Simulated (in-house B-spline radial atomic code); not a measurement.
Ionising As⁶⁺ with different functionals

Computed with a B-spline radial code for spherical atoms: four-component Dirac-Coulomb Hamiltonian, Fermi nucleus of rms radius 4.0968 fm, spin-restricted, spherical fractional occupations for the functionals. The ionisation energy is the difference of two self-consistent energies, [Ar] 3d9 → [Ar] 3d8, without Breit or QED terms; ε is the level of the shell that loses the electron (mean over j). The electron is taken from both j subshells in proportion to 2j + 1, so the result is a j average, not the step between ground levels.

Hybrids are left out here: with spherical fractional occupations of an open shell their exact exchange keeps a self-interaction that integer-occupation calculations don't have.

```
           method  rung  ΔSCF (eV)  -ε(3d) (eV)
         LDA VWN5   LDA     152.17       136.71
 relativistic LDA   LDA     152.18       136.72
         LDA PW92   LDA     152.16       136.70
LDA exchange-only   LDA     149.99       134.56
              PBE   GGA     151.86       136.39
           PBEsol   GGA     151.80       136.34
             BLYP   GGA     151.75       136.29
             RPBE   GGA     151.77       136.30
             PW91   GGA     152.02       136.55
             BP86   GGA     151.92       136.44
             AM05   GGA     151.85       136.38
             OLYP   GGA     152.59       137.06
```

How do they compare with the NIST value?

NIST lists 147 eV ± 2 (tabulated theory, ground level to ground level). Errors run from +2.99 to +5.59 eV. The correlated functionals all miss on the same side by more than they spread, so the cause is common to them (Breit-QED terms, spin polarisation, the choice among j levels, multiplet and fine-structure energies, or a listed next ion that isn't the cheapest removal here) and closeness doesn't rank the functionals.
